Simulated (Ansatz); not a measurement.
A structure relaxed at PBE0-D4/def2-TZVP, charge 0, multiplicity 1:

Cartesian coordinates in Å:
```
F 0.181 0.132 1.604
Si 0.107 0.032 0.028
Cl -1.312 1.319 -0.626
Cl -0.389 -1.866 -0.468
H 1.414 0.383 -0.537
```

Problem. Give its formula and SMILES.

Solution. Cl2FHSi, `F[SiH](Cl)Cl`.

Problem. Point group (tolerance 0.08 Å, 0.16 Å for H)?

Solution. Cs.

Problem. Summarise the bond lengths by kind.

Solution. 1 × F–Si 1.581 Å; 2 × Cl–Si 2.024 Å; 1 × H–Si 1.467 Å.

Computed with Ansatz.
